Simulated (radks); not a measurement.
Spherical quantum dot in the effective-mass picture: electrons in a hard-walled sphere of radius 3.07, with a point charge +1 (a donor) at the centre, all in effective atomic units (hartree* = m*/eps^2 hartree, bohr* = eps/m* bohr), one dielectric constant everywhere. Calculated with a radial shooting solver with Libxc functionals: non-relativistic Kohn-Sham, LDA (Slater exchange, Perdew-Wang correlation), spin-polarised, spherical densities. Levels are named by radial order and angular momentum (1s, 1p, 1d, 2s, ...), and open shells are averaged over m. Results are scaled to m* = 0.581 and eps = 9, for which hartree* = 195.2 meV and bohr* = 0.8197 nm.

N = 16, configuration 1s2 1p6 1d(up 5, down 3). This is the lowest configuration that the search found. Occupied and some empty levels:

level,occupation,eigenvalue (meV),<r> (nm)
1s up,1,1317.3,1.444
1s down,1,1323.3,1.434
1p up,3,1396.8,1.657
1p down,3,1404.0,1.655
1d up,5,1504.2,1.750
1d down,3,1511.7,1.750
2s up,0,1563.8,1.085
2s down,0,1566.9,1.091
1f up,0,1643.2,1.815
1f down,0,1650.8,1.815
2p up,0,1821.0,1.289
2p down,0,1825.3,1.288

Energy (meV): total 12460.8, kinetic 4515.9, external -1660.5, Hartree 11100, exchange-correlation -1494.8.
